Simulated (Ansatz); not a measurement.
Basis-set extrapolation for C$_{2}$H$_{7}$AlOS, SMILES `C[CH2][Al]([OH])[SH]` (PBE0-D4/def2-TZVP geometry, frozen core, Ansatz). Multiplicity 1, RHF reference.

|  | cc-pV(T+d)Z | cc-pV(Q+d)Z |
| --- | --- | --- |
| HF | -794.330246 | -794.348013 |
| MP2 correlation | -0.852042 | -0.914794 |
| CCSD(T) correlation | -0.935795 | not run |

Energies in hartree. Use E(X) = E(∞) + A·exp(−5.46·√X) for Hartree–Fock and E(X) = E(∞) + B·X^(−3.05) for correlation, with X = 3 and 4, and add CCSD(T) minus MP2 of the smaller set to the MP2 limit.

Question: What is the CCSD(T) energy at the basis-set limit?

Answer: HF limit: -794.348013 + (-0.017767) × 0.30130 = -794.35337. MP2 limit: -0.914794 + (-0.062752) × 0.71189 = -0.95947. Higher-order term: -0.935795 − (-0.852042) = -0.08375. Total: -795.39659 hartree, 81.9 kcal/mol below CCSD(T)/cc-pV(T+d)Z.
